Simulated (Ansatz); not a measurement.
Reaction (redistribution): `[OH][GeH2][SiH2]S` + `O[SiH](O)N[SiH2]F` → `[OH][GeH2][NH][SiH](O)O` + `F[SiH2][SiH2]S`

Calculated with Ansatz (gas phase, PBE0-D4/def2-TZVP geometries, no zero-point term in ΔE). CCSD(T)/CBS adds triple-zeta CCSD(T) − MP2 to the extrapolated MP2 energy (def2 sets, frozen cores). DFT in def2-TZVPP. B3LYP here is the variant with VWN-RPA as its local correlation; programs differ in this. For Ge outer-core shells are correlated without core-valence functions, which leaves a few kJ/mol of doubt a bond. Scalar relativity is left out up to krypton. One conformer a species, not always the lowest.

```tsv
level	ΔE (kcal/mol)	difference from CCSD(T)/CBS
PBE-D4	14.0	-1.2
r2SCAN-D4	15.2	0.0
PBE0-D4	14.6	-0.6
B3LYP-D4	15.4	0.2
ωB97X-V	14.5	-0.7
ωB97M-V	16.1	0.9
B2PLYP	15.3	0.1
PBE	14.1	-1.1
PBE0	14.7	-0.5
B3LYP	15.5	0.3
HF/def2-TZVPP	15.6	0.4
CCSD/def2-TZVPP	14.7	-0.5
MP2/def2-QZVPP	15.7	0.5
HF/CBS(def2)	15.8	0.6
MP2/CBS(def2)	16.0	0.8
CCSD/CBS(def2)	15.5	0.3
CCSD(T)/CBS	15.2	0
```

Largest T1 diagnostic among the species: 0.012.
